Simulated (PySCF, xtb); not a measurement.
germanium monotelluride (GeTe), SMILES [Ge]=[Te] (connectivity only; charge and spin as stated), neutral, multiplicity 1.

GFN2-xTB run with xtb at its own geometry gives an orbital gap of 2.54 eV and a dipole moment of 2.75 D.

The structure is a stationary point at r2SCAN-D4/def2-TZVP. The def2 effective core potentials stand for the cores of Te; spin–orbit coupling is left out.

Q: What does PySCF with HF/def2-TZVPD give? (An estimate is asked for; the answer gives what the named calculation found.)

A: gap 8.93 eV (levels -8.88 and 0.05 eV), dipole 1.95 D.
